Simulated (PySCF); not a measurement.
**Relaxation of doublet SbCl₄**

All numbers come from PySCF, UPBE0, basis Sb def2-SVP with ECP28, Cl def2-SVP (scalar-relativistic core potentials, no spin–orbit coupling, density fitting). A (50,194) grid was used.

A start displaced from a saddle point along its imaginary mode, of C4v symmetry, held to at least that symmetry:

Coordinates in bohr (charge 0 multiplicity 2):
```
Sb    0.0000    0.0000    0.2268
Cl    4.5736    0.0000   -0.1960
Cl    0.0000    4.5736   -0.1960
Cl   -4.5736    0.0000   -0.1960
Cl    0.0000   -4.5736   -0.1960
```

At each step, columns x, y, z (Å) and Fx, Fy, Fz (eV/Å):

```
step 0  E − E(last) = 20.94 kJ/mol
Sb   0.000   0.000   0.120   0.000   0.000   0.783
Cl   2.420   0.000  -0.104  -0.331   0.000  -0.196
Cl   0.000   2.420  -0.104   0.000  -0.331  -0.196
Cl  -2.420   0.000  -0.104   0.331   0.000  -0.196
Cl   0.000  -2.420  -0.104   0.000   0.331  -0.196
step 1  E − E(last) = 6.90 kJ/mol
Sb   0.000   0.000   0.254   0.000   0.000   0.376
Cl   2.391   0.000  -0.137  -0.354   0.000  -0.094
Cl   0.000   2.391  -0.137   0.000  -0.354  -0.094
Cl  -2.391   0.000  -0.137   0.354   0.000  -0.094
Cl   0.000  -2.391  -0.137   0.000   0.354  -0.094
step 2  E − E(last) = 1.27 kJ/mol
Sb   0.000   0.000   0.429   0.000   0.000  -0.433
Cl   2.330   0.000  -0.181  -0.134   0.000   0.108
Cl   0.000   2.330  -0.181   0.000  -0.134   0.108
Cl  -2.330   0.000  -0.181   0.134   0.000   0.108
Cl   0.000  -2.330  -0.181   0.000   0.134   0.108
step 3  E − E(last) = 0.00 kJ/mol
Sb   0.000   0.000   0.372   0.000   0.000   0.008
Cl   2.334   0.000  -0.167  -0.008   0.000  -0.002
Cl   0.000   2.334  -0.167   0.000  -0.008  -0.002
Cl  -2.334   0.000  -0.167   0.008   0.000  -0.002
Cl   0.000  -2.334  -0.167   0.000   0.008  -0.002
step 4  E − E(last) = 0.00 kJ/mol
Sb   0.000   0.000   0.375   0.000   0.000   0.001
Cl   2.333   0.000  -0.167   0.000   0.000   0.000
Cl   0.000   2.333  -0.167   0.000   0.000   0.000
Cl  -2.333   0.000  -0.167   0.000   0.000   0.000
Cl   0.000  -2.333  -0.167   0.000   0.000   0.000
```

It ends at C4v with Sb–Cl 2.395 Å (×4); Cl–Sb–Cl 87.1° (×4), Cl–Sb–Cl 153.8° (×2). A frequency run shows 1 imaginary mode, down to 82i cm⁻¹, so it is a saddle point. Other isomers or separated fragments may lie lower.

No spin–orbit coupling is included, which matters more the heavier the element.

The relaxation took roughly 70 core-seconds on a shared host.
